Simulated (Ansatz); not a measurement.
Si(H)2(OH)(SMe) (CH6OSSi), SMILES CS[SiH2]O.

The structure is a stationary point at ωB97X-D3(BJ)/def2-SVP. This is a generated structure with no PubChem entry under its InChIKey; it may be hypothetical. One conformer was computed; it need not be the lowest.

Two levels are set side by side: PBE/def2-SVPD (Ansatz, an electronic-structure program) and CAM-B3LYP/def2-SVPD (Ansatz). Energy differences of separate SCF runs at the same geometry; the states with an electron removed or added have multiplicity 2 and 2. Differences are taken from unrounded values.

| quantity | CAM-B3LYP | PBE | PBE minus CAM-B3LYP |
|---|---|---|---|
| vertical ionisation energy (eV) | 9.29 | 9.03 | -0.27 |
| vertical singlet–triplet gap (eV) | 5.29 | 4.83 | -0.45 |
